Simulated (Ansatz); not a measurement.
Start from `CC[Si]OC` and change one atom or group to get `CC[Si]SC`.

Ansatz, PBE0-D4/def2-TZVP geometries, multiplicity 1. Each molecule was computed in one conformer, which needn't be the lowest.

```csv
property,`CC[Si]OC`
LUMO energy (ωB97M-V/def2-TZVPP) / eV,0.42
size of the dipole moment (PBE/def2-TZVPP) / D,2.33
HOMO energy (PBE0/def2-TZVPP) / eV,-6.00
LUMO energy (PBE0/def2-TZVPP) / eV,-1.52
HOMO–LUMO gap (PBE/def2-TZVPP) / eV,2.59
HOMO energy (B3LYP/def2-TZVPP) / eV,-5.83
```

(1) What does the change do to each property? (Best estimate.)

Answers

(1) Computed: 
```tsv
property	`CC[Si]SC`	shift
LUMO energy (ωB97M-V/def2-TZVPP) / eV	0.01	-0.41
size of the dipole moment (PBE/def2-TZVPP) / D	2.73	0.40
HOMO energy (PBE0/def2-TZVPP) / eV	-6.26	-0.26
LUMO energy (PBE0/def2-TZVPP) / eV	-1.90	-0.38
HOMO–LUMO gap (PBE/def2-TZVPP) / eV	2.55	-0.04
HOMO energy (B3LYP/def2-TZVPP) / eV	-6.09	-0.26
```

With PBE0 the HOMO falls by 0.26 eV and the LUMO falls by 0.38 eV, so the gap narrows by about 0.12 eV. PBE moves the HOMO by -0.29 eV and ωB97M-V by -0.24 eV. Dipoles are sizes alone; their direction can turn.

B3LYP here is the variant with VWN-RPA as its local correlation; programs differ in this.
